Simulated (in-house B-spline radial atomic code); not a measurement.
## Ionising S⁴⁺ with different functionals

Computed with an all-electron radial atomic-structure program (B-spline basis): non-relativistic Hamiltonian, point nucleus, spin-polarised at highest spin, spherical fractional occupations for the functionals, and exact exchange of hybrids averaged over the configuration. The ionisation energy is the difference of two self-consistent energies, [Ne] 3s2 → [Ne] 3s1, without Breit or QED terms; ε is the level of the shell that loses the electron (its least bound occupied spin orbital).

```csv
method,rung,ΔSCF (eV),-ε(3s) (eV)
PBE0,global hybrid,72.16,67.27
B3LYP,global hybrid,72.50,67.12
TPSSh,global hybrid,?,?
M06-2X,global hybrid,?,?
BHandHLYP,global hybrid,72.17,68.75
r2SCAN0,global hybrid,71.63,67.41
B97-1,global hybrid,72.48,66.96
HSE06,range-separated hybrid,72.18,66.90
wB97X,range-separated hybrid,71.80,69.97
CAM-B3LYP,range-separated hybrid,72.50,68.94
LC-wPBE,range-separated hybrid,72.27,70.52
```

What does M06-2X give?

ΔSCF 72.63 eV, and -ε(3s) = 69.07 eV.

What does TPSSh give?

ΔSCF 72.02 eV, and -ε(3s) = 66.43 eV.

Among the functionals, which spreads more, the ΔSCF values or the orbital energies?

The orbital energies: ΔSCF values span about 1.00 eV and the orbital energies 4.09 eV; here energy differences depend much less on the functional than eigenvalues do.

How do they compare with the NIST value?

NIST lists 72.594 eV (measured, ground level to ground level). Errors run from -0.97 to +0.04 eV; M06-2X is closest (+0.04 eV), but part of that can be cancellation, since the calculations leave out relativity, Breit-QED terms, the near-degeneracy of s² and p².
